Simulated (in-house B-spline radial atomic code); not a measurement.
**RPBE excitations of the beryllium ion Be²⁺**

Method: RPBE. Computed with a B-spline radial code for spherical atoms: linear response of the closed shell 1s2 with the functional's adiabatic kernel; non-relativistic, point nucleus, no spin-orbit coupling, no double excitations, S, P, D and F terms only.

Command:
```bash
python run_td.py task.json out
```
Settings (radii: box in bohr, nucleus in fm):
```
Z                        4
electrons                2
configuration            1s2
hamiltonian              nr
method                   rpbe,pbe
box_radius               29.48
intervals                47
```

Cost of the run: 1 thread of Intel(R) Xeon(R) Platinum 8488C (Sapphire Rapids), with other jobs on the host.

The lowest states, in the order of their Tamm-Dancoff energies; the method's threshold (minus the highest occupied level) is 132.49 eV. Labels give the largest channel, * marks a mixed state, and oscillator strengths are full-response dipole values. Semilocal kernels can invert the small singlet-triplet splittings of Rydberg terms. Energies in eV:

```
     state  full response  Tamm-Dancoff  oscillator strength
1s → 2s 3S         110.27        110.29                    -
1s → 2s 1S         112.85        112.93                    -
1s → 2p 3P         113.83        113.85                    -
1s → 2p 1P         115.22        115.24                0.402
1s → 3s 3S         124.49        124.49                    -
1s → 3s 1S         125.00        125.02                    -
1s → 3p 3P         125.40        125.41                    -
1s → 3p 1P              ?             ?                    ?
1s → 3d 3D              ?             ?                    -
1s → 3d 1D         126.23        126.23                    -
1s → 4s 3S         128.33        128.33                    -
```

Problem. Where does 1s → 3d 3D lie?

Solution. At 126.22 eV in full response, 126.22 eV in Tamm-Dancoff.

Problem. Where does 1s → 3p 1P lie?

Solution. At 125.69 eV in full response, 125.69 eV in Tamm-Dancoff, oscillator strength 0.0743.

Problem. How large is the singlet-triplet splitting of 1s → 2s (S terms) in Tamm-Dancoff?

Solution. 2.64 eV, from the unrounded values.

Problem. What polarisabilities and dispersion coefficient does the method give?

Solution. Dipole 0.05502 bohr³, quadrupole 0.01746 bohr⁵, C6 0.01198 hartree·bohr⁶ for two such species.
